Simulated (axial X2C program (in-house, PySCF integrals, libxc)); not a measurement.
TiN⁻: from Re and ωe to a spectrum

A bond curve at the PBE0 level, two-component, was computed with an in-house all-electron X2C program for linear molecules (integrals from PySCF) (basis Ti dyall-acv3z [11s11p7d4f2g], N dyall-av3z [7s7p3d2f] (cores contracted in-house)) for the state Ω = 0 (closed shell). Its fit gives Re = 1.5682 Å, ωe = 1139.2 cm⁻¹, ωexe = 3.73 cm⁻¹ and αe = 2.807e-03 cm⁻¹; the masses are 47.9479 and 14.0031 u. Two-component means X2C with spin–orbit coupling and atomic mean-field Coulomb and Gaunt terms.

(1) Find the reduced mass, Be and the force constant.

(2) Give B0, the J = 1←0 line in GHz and the most populated J at 300 K (kT = 208.5 cm⁻¹).

(3) Where do the fundamental and the first overtone lie?

(4) Estimate the centrifugal constant by the Kratzer relation.

(5) Estimate De from a Morse curve and compare with the computed well depth of 5.844 eV to Ti- + N.

The state is a single determinant with fixed occupations, the lowest that a limited PBE0 search found. De is counted from the lowest determinant-based energies of the atoms at the same level, without counterpoise correction. The 2c atoms are single determinants rather than J levels; their spin–orbit lowering is only partly caught, and De is too large by that part. This holds for PBE0. The functionals have no current-density term, which raises determinants with orbital currents, atoms included. The highest occupied level of some functionals is positive through self-interaction error; at Hartree–Fock it is bound.

## Answers

(1) From the PBE0 values: μ = 10.8379 u. Be = 16.8576/(μ Re²) = 0.6325 cm⁻¹. k = 5.8918×10⁻⁷ μ ωe² = 8.29 mdyn/Å.

(2) B0 = Be − αe/2 = 0.6311 cm⁻¹; 2B0 = 37.84 GHz; J(max) ≈ √(kT/2B0) − 1/2 = 12.4, so J = 12.

(3) ν(1←0) = ωe − 2ωexe = 1131.7 cm⁻¹; ν(2←0) = 2ωe − 6ωexe = 2256.0 cm⁻¹.

(4) D = 4Be³/ωe² = 7.80e-07 cm⁻¹.

(5) De(Morse) = ωe²/(4ωexe) = 10.784 eV against 5.844 eV computed, a ratio of 1.85. The extrapolation overshoots: the well softens faster than a Morse curve, or the lowest atomic limit lies below the one to which the curve heads.
